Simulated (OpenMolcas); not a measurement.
SnBr at 2.546 Å: OpenMolcas input and output

Input (each module block was a call of its own in one work directory; start orbitals came from a preliminary run):

```
&GATEWAY
Coord
2
angstrom
Sn 0.0 0.0 0.0
Br 0.0 0.0 2.5460
Basis=ANO-RCC-VDZP
Group=XY
RX2C
AMFI
ANGMom
0.0 0.0 0.0
RICD
&SEWARD
&GUESSORB
&RASSCF
FileOrb=$CurrDir/o22.orb
Symmetry=2
Spin=2
nActEl=9 0 0
Inactive=22 16
RAS2=3 4
CIRoot=8 8 1
Linear
Iterations=120 100
OrbListing=Nothing
PRWF=0.15
>>COPY $Project.RasOrb $CurrDir/o22.orb
>>COPY $Project.rasscf.h5 $CurrDir/r22.h5
&CASPT2
XMultistate=all
Imaginary=0.2
IPEA=0.25
MaxIter=40
>>COPY $Project.JobMix JOB001
```

```bash
pymolcas m.inp
```

RASSCF and CASPT2 output of these blocks, in excerpt:

```
++    Wave function specifications:
      Number of closed shell electrons          76
      Number of electrons in active shells       9
      Number of inactive orbitals               38
      Number of active orbitals                  7
      Number of secondary orbitals              25
      Spin quantum number                      0.5
      State symmetry                             2
++    Orbital specifications:
      Symmetry species                           1   2
                                                 a   b
      Frozen orbitals                            0   0
      Inactive orbitals                         22  16
      Active orbitals                            3   4
      RAS2 orbitals                              3   4
      Secondary orbitals                        13  12
      Number of basis functions                 38  32
      printout of CI-coefficients larger than  0.15 for root  1
      energy=   -8778.245220
      conf/sym  111 2222     Coeff  Weight
            53  ud2 22u0  -0.23752 0.05642
            61  022 22u0   0.91687 0.84065
      printout of CI-coefficients larger than  0.15 for root  2
      energy=   -8778.245220
      conf/sym  111 2222     Coeff  Weight
            55  ud2 220u  -0.23752 0.05642
            63  022 220u   0.91687 0.84065
           142  022 u2du  -0.19246 0.03704
      printout of CI-coefficients larger than  0.15 for root  3
      energy=   -8778.101618
      conf/sym  111 2222     Coeff  Weight
            66  022 2uud  -0.18185 0.03307
            67  022 2u02  -0.16725 0.02797
           142  022 u2du  -0.73218 0.53609
           144  022 u2ud   0.55383 0.30673
      printout of CI-coefficients larger than  0.15 for root  4
      energy=   -8778.101618
      conf/sym  111 2222     Coeff  Weight
            64  022 2udu  -0.84572 0.71525
            66  022 2uud   0.35717 0.12757
           141  022 u220   0.16725 0.02797
           144  022 u2ud  -0.15322 0.02348
      printout of CI-coefficients larger than  0.15 for root  5
      energy=   -8778.076573
      conf/sym  111 2222     Coeff  Weight
            62  022 2u20   0.48954 0.23965
            67  022 2u02  -0.48954 0.23965
           142  022 u2du  -0.34616 0.11983
           144  022 u2ud  -0.59957 0.35948
      printout of CI-coefficients larger than  0.15 for root  6
      energy=   -8778.076573
      conf/sym  111 2222     Coeff  Weight
            64  022 2udu   0.34616 0.11983
            66  022 2uud   0.59957 0.35948
           141  022 u220   0.48954 0.23965
           146  022 u202  -0.48954 0.23965
      printout of CI-coefficients larger than  0.15 for root  7
      energy=   -8778.069765
      conf/sym  111 2222     Coeff  Weight
            53  ud2 22u0  -0.18323 0.03357
            64  022 2udu  -0.18403 0.03387
            66  022 2uud  -0.63535 0.40367
           141  022 u220   0.47028 0.22117
           142  022 u2du   0.16540 0.02736
           144  022 u2ud  -0.17294 0.02991
           146  022 u202  -0.43798 0.19183
      printout of CI-coefficients larger than  0.15 for root  8
      energy=   -8778.069765
      conf/sym  111 2222     Coeff  Weight
            55  ud2 220u   0.18323 0.03357
            62  022 2u20  -0.43798 0.19183
            64  022 2udu   0.23247 0.05404
            67  022 2u02   0.47028 0.22117
           142  022 u2du  -0.45821 0.20996
           144  022 u2ud  -0.47705 0.22757
      Natural orbitals and occupation numbers for root  1
      sym 1:   0.039615   1.959312   1.982115
      sym 2:   1.994572   1.982734   1.004949   0.036704
      Natural orbitals and occupation numbers for root  2
      sym 1:   0.039615   1.959312   1.982115
      sym 2:   1.982734   1.994572   0.036704   1.004949
      Natural orbitals and occupation numbers for root  3
      sym 1:   0.041360   1.967666   1.987965
      sym 2:   1.172340   1.931730   0.841324   1.057616
      Natural orbitals and occupation numbers for root  4
      sym 1:   0.041360   1.967666   1.987965
      sym 2:   1.931730   1.172340   1.057616   0.841324
      Natural orbitals and occupation numbers for root  5
      sym 1:   0.022302   1.980442   1.997313
      sym 2:   1.499821   1.499821   1.000151   1.000151
      Natural orbitals and occupation numbers for root  6
      sym 1:   0.022302   1.980442   1.997313
      sym 2:   1.499821   1.499821   1.000151   1.000151
      Natural orbitals and occupation numbers for root  7
      sym 1:   0.076352   1.935821   1.983727
      sym 2:   1.513830   1.579644   1.045481   0.865146
      Natural orbitals and occupation numbers for root  8
      sym 1:   0.076352   1.935821   1.983727
      sym 2:   1.579644   1.513830   0.865146   1.045481
      RASSCF energy for state  8                  -8778.06976502
::    RASSCF root number  1 Total energy:  -8778.24522012
::    RASSCF root number  2 Total energy:  -8778.24522012
::    RASSCF root number  3 Total energy:  -8778.10161773
::    RASSCF root number  4 Total energy:  -8778.10161773
::    RASSCF root number  5 Total energy:  -8778.07657275
::    RASSCF root number  6 Total energy:  -8778.07657275
::    RASSCF root number  7 Total energy:  -8778.06976502
::    RASSCF root number  8 Total energy:  -8778.06976502
      Von Neumann Entropy (Root   1) =  0.77502
++    Wave function specifications:
      Number of closed shell electrons          12
      Number of electrons in active shells       9
      Number of inactive orbitals                6
      Number of active orbitals                  7
      Number of secondary orbitals              25
      Spin quantum number                      0.5
      State symmetry                             2
      Number of CSFs                           248
      Number of CASSCF root(s) available         8
      CASPT2 state passed to geometry opt.       8
      A file JOBMIX will be created
      This is a MULTI-STATE CASSCF reference
      Number of CI roots used                    8
      These are:                                 1   2   3   4   5   6   7   8
      Off-diagonal elements of Heff are computed
  FINAL CASPT2 RESULT:
      Reference energy:       -8778.2452201163
      E2 (Non-variational):      -0.4846367363
      Shift correction:          -0.0027131653
      E2 (Variational):          -0.4873499015
      Total energy:           -8778.7325700178
      Reference weight:           0.87421
  FINAL CASPT2 RESULT:
      Reference energy:       -8778.2452201163
      E2 (Non-variational):      -0.4846367361
      Shift correction:          -0.0027131653
      E2 (Variational):          -0.4873499013
      Total energy:           -8778.7325700176
      Reference weight:           0.87421
  FINAL CASPT2 RESULT:
      Reference energy:       -8778.1016177301
      E2 (Non-variational):      -0.4692069376
      Shift correction:          -0.0019649093
      E2 (Variational):          -0.4711718469
      Total energy:           -8778.5727895770
      Reference weight:           0.88682
  FINAL CASPT2 RESULT:
      Reference energy:       -8778.1016177301
      E2 (Non-variational):      -0.4692069376
      Shift correction:          -0.0019649093
      E2 (Variational):          -0.4711718469
      Total energy:           -8778.5727895770
      Reference weight:           0.88682
  FINAL CASPT2 RESULT:
      Reference energy:       -8778.0765727475
      E2 (Non-variational):      -0.4687411763
      Shift correction:          -0.0019184001
      E2 (Variational):          -0.4706595764
      Total energy:           -8778.5472323239
      Reference weight:           0.88766
  FINAL CASPT2 RESULT:
      Reference energy:       -8778.0765727475
      E2 (Non-variational):      -0.4687411763
      Shift correction:          -0.0019184001
      E2 (Variational):          -0.4706595764
      Total energy:           -8778.5472323239
      Reference weight:           0.88766
  FINAL CASPT2 RESULT:
      Reference energy:       -8778.0697650163
      E2 (Non-variational):      -0.4715386968
      Shift correction:          -0.0022259075
      E2 (Variational):          -0.4737646043
      Total energy:           -8778.5435296206
      Reference weight:           0.88430
  FINAL CASPT2 RESULT:
      Reference energy:       -8778.0697650163
      E2 (Non-variational):      -0.4715386968
      Shift correction:          -0.0022259075
      E2 (Variational):          -0.4737646043
      Total energy:           -8778.5435296206
      Reference weight:           0.88430
       Total XMS-CASPT2 energies:
::    XMS-CASPT2 Root  1     Total energy:  -8778.73165590
::    XMS-CASPT2 Root  2     Total energy:  -8778.73165590
::    XMS-CASPT2 Root  3     Total energy:  -8778.57488745
::    XMS-CASPT2 Root  4     Total energy:  -8778.57488745
::    XMS-CASPT2 Root  5     Total energy:  -8778.54732935
::    XMS-CASPT2 Root  6     Total energy:  -8778.54732935
::    XMS-CASPT2 Root  7     Total energy:  -8778.54224883
::    XMS-CASPT2 Root  8     Total energy:  -8778.54224883
```

Only roots inside an energy window near the equilibrium distance were included, so the list of states is not complete; labels number the states computed. Each spin and symmetry block has orbitals of its own, averaged over its own roots, so gaps between blocks are less sure than gaps within one and near the minimum can be off by tenths of an eV, in bad cases by more. No Rydberg orbitals are active, so Rydberg states, and σ→σ* states whose orbital the CASSCF left unused, can be missing between those listed. CASPT2 splits the two components of degenerate states numerically, here by up to 21 cm⁻¹.
